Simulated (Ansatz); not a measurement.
Consider the formal exchange of groups at the Al–C bond: `[AlH2][CH]1C[SiH2]1` + `FBF` → `F[B](F)[AlH2]` + `C1C[SiH2]1`.

Gas-phase electronic energies from Ansatz, PBE0-D4/def2-TZVP geometries. CBS: MP2 limit from def2 TZ/QZ plus the TZ coupled-cluster correction, frozen cores. This one scheme is used for every species. DFT in def2-TZVPP. HSE06 is defined as in plane-wave codes.

| level | ΔE (eV) |
| --- | --- |
| PBE-D4 | 0.57 |
| ωB97X-V | 0.56 |
| BLYP | 0.50 |
| r2SCANh | 0.66 |
| HSE06 | 0.57 |
| HF/def2-TZVPP | 0.54 |
| HF/def2-QZVPP | 0.55 |
| MP2/def2-QZVPP | 0.77 |

(1) What does CCSD(T)/CBS give? (Estimate.)

Largest T1 diagnostic among the species: 0.014.

Results:

(1) The calculation gave: +0.66 eV. The listed levels differ from it by -0.09, -0.10, -0.16, 0.00, -0.09, -0.12, -0.11, 0.11 eV.

The D4 term adds +0.06 eV with B3LYP and +0.04 eV with PBE0; it sums over pairs of atoms, weighted by their polarisabilities, and B3LYP, whose exchange is more repulsive, gets the larger term. From PBE to PBE0 (25 % exact exchange), in def2-TZVPP and without D4, ΔE moves by +0.03 eV.

B3LYP here is the variant with VWN-RPA as its local correlation; programs differ in this.
